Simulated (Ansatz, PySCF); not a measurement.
Gas-phase reaction in SMILES: [O-][SiH3] -> O[SiH2-]
Each molecule is optimised on its own at B3LYP-D3(BJ)/def2-TZVP (Ansatz, an electronic-structure program), one conformer each, not searched for the lowest. Frequencies are from Ansatz.

Quantity: isomerisation energy (enthalpy at 298 K, with B3LYP-D3(BJ) rigid-rotor harmonic-oscillator terms), in kcal/mol. Correlated levels leave the core frozen unless marked. Spin-orbit coupling is left out. Non-relativistic. Anions need diffuse functions: aug- sets have them; def2-D sets add few; the other sets have none. CBS(X,Y): correlation extrapolated as X^-3; Hartree-Fock from the larger set.

```json
[
 {"level": "PBE-D3(BJ)/def2-TZVPD", "program": "Ansatz + dftd3", "isomerisation energy (kcal/mol)": "?"},
 {"level": "M06-2X/def2-TZVPD", "program": "PySCF", "isomerisation energy (kcal/mol)": "20.9"},
 {"level": "HSE06-D3(BJ)/def2-TZVPD", "program": "Ansatz + dftd3", "isomerisation energy (kcal/mol)": "?"},
 {"level": "CAM-B3LYP-D3(BJ)/def2-TZVPD", "program": "Ansatz + dftd3", "isomerisation energy (kcal/mol)": "?"},
 {"level": "LC-wPBE/def2-TZVPD", "program": "Ansatz", "isomerisation energy (kcal/mol)": "24.0"},
 {"level": "B2GP-PLYP-D3(BJ)/def2-TZVPD", "program": "Ansatz + dftd3", "isomerisation energy (kcal/mol)": "?"},
 {"level": "B2PLYP/def2-TZVPD", "program": "Ansatz", "isomerisation energy (kcal/mol)": "24.9"},
 {"level": "SCS-MP2/cc-pV(T+d)Z", "program": "Ansatz", "isomerisation energy (kcal/mol)": "25.8"},
 {"level": "SCS-MP2/def2-TZVPPD", "program": "Ansatz", "isomerisation energy (kcal/mol)": "25.8"},
 {"level": "CCSD/cc-pV(Q+d)Z", "program": "Ansatz", "isomerisation energy (kcal/mol)": "22.2"},
 {"level": "CCSD(T)/CBS(aug-cc-pV(T+d)Z,aug-cc-pV(Q+d)Z)", "program": "Ansatz", "isomerisation energy (kcal/mol)": "22.9"}
]
```

### Question
Fill in the missing entries.

### Answer

- PBE-D3(BJ)/def2-TZVPD, isomerisation energy (kcal/mol): 21.3
- HSE06-D3(BJ)/def2-TZVPD, isomerisation energy (kcal/mol): 21.0
- CAM-B3LYP-D3(BJ)/def2-TZVPD, isomerisation energy (kcal/mol): 23.5
- B2GP-PLYP-D3(BJ)/def2-TZVPD, isomerisation energy (kcal/mol): 25.1
